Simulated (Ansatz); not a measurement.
C3H9NSi can be A, `C/C(N)=C\[SiH3]`, or B, `CC([SiH3])C=N`.

Isolated molecules relaxed with PBE0-D4/def2-TZVP in Ansatz; ΔE leaves out vibrations. CCSD(T)/CBS is the MP2 limit (def2-TZVPP, def2-QZVPP) plus CCSD(T) − MP2 in def2-TZVPP, frozen cores. Functionals use def2-TZVPP. B3LYP here is the variant with VWN-RPA as its local correlation; programs differ in this. One conformer a species, not always the lowest.

Problem. Which isomer does CCSD(T)/CBS put lower? Give the gap. (An estimate is asked.)

Solution. Computed: A, by 5.5 kcal/mol.

Problem. Give E(B) − E(A) in kcal/mol with B3LYP, ωB97M-V, PBE0-D4, PBE-D4, B3LYP-D4, B2PLYP, CCSD/def2-TZVPP. (An estimate is asked.)

Solution. Ansatz gave: B3LYP 7.2, ωB97M-V 6.4, PBE0-D4 7.8, PBE-D4 7.4, B3LYP-D4 7.1, B2PLYP 6.4, CCSD/def2-TZVPP 4.4. None reverses the order clearly.

Largest T1 diagnostic: 0.012.
